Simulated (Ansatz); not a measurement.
**What each rung costs, and what it gives**

The pair of HF (SMILES F, atoms 1–2) and Br2 (SMILES BrBr, atoms 3–4), both closed shells, in one local arrangement (a lower one may exist), relaxed at PBE0-D4/def2-TZVP:

```json
{"atom": "F1", "x (Å)": "-0.2401", "y (Å)": "-0.1436", "z (Å)": "-2.0031"}
{"atom": "H2", "x (Å)": "-0.0305", "y (Å)": "0.1596", "z (Å)": "-1.1535"}
{"atom": "Br3", "x (Å)": "-0.2443", "y (Å)": "-0.9668", "z (Å)": "2.0660"}
{"atom": "Br4", "x (Å)": "0.5147", "y (Å)": "0.9508", "z (Å)": "1.0906"}
```

Interaction energies are counterpoise-corrected; the time is that of the whole pair.

Ansatz 0.2.0; basis: as named in each row; cores frozen in the correlated methods. Filled d shells of the heavier atoms are correlated. The def2 sets are not built for correlating such inner shells, so the correlated values are less sure here. B3LYP uses VWN-RPA correlation. Extrapolation: Hartree–Fock as exp(−7.88 √X), correlation as X^−2.97.

Times are rough, for one single point on 4 threads of a shared host (Intel Xeon Platinum 8488C).

The estimate by CCSD(T) at an estimated basis limit (MP2 extrapolated from triple and quadruple zeta, plus CCSD(T) − MP2 in triple zeta) is -8.4 kJ/mol.

```
   method        basis  time (s)  interaction energy (kJ/mol)  method less estimate
       HF       STO-3G   under 1                          7.6                  16.0
   PBE-D4       STO-3G   under 1                         -2.9                   5.5
    SPW92     def2-SVP   under 1                        -15.6                  -7.2
   PBE-D4     def2-SVP   under 1                        -10.1                  -1.7
 B3LYP-D4        6-31G   under 1                         -3.6                   4.8
  PBE0-D4     def2-SVP   under 1                         -8.8                  -0.4
   PBE-D4  def2-TZVPPD   under 1                        -11.9                  -3.5
  BLYP-D4  def2-TZVPPD   under 1                        -10.0                  -1.6
revPBE-D4  def2-TZVPPD         1                         -9.5                  -1.1
  PBE0-D4  def2-TZVPPD         1                        -10.3                  -1.9
  wB97M-V     def2-SVP         1                         -7.5                   0.9
r2SCAN-D4  def2-TZVPPD         1                        -10.2                  -1.8
 B3LYP-D4  def2-TZVPPD         1                         -9.8                  -1.4
 HSE06-D4  def2-TZVPPD         1                        -10.3                  -1.9
  CCSD(T)     def2-SVP         2                         -2.3                   6.1
   B2PLYP  def2-TZVPPD         2                         -6.6                   1.8
   B97M-V  def2-TZVPPD         2                         -9.5                  -1.1
  wB97X-V  def2-TZVPPD         3                         -8.7                  -0.3
  wB97M-V  def2-TZVPPD         3                         -8.7                  -0.3
      MP2  def2-QZVPPD         6                         -8.0                   0.4
  CCSD(T)  def2-TZVPPD        28                         -6.6                   1.7
```

T1 diagnostic: at most 0.011.
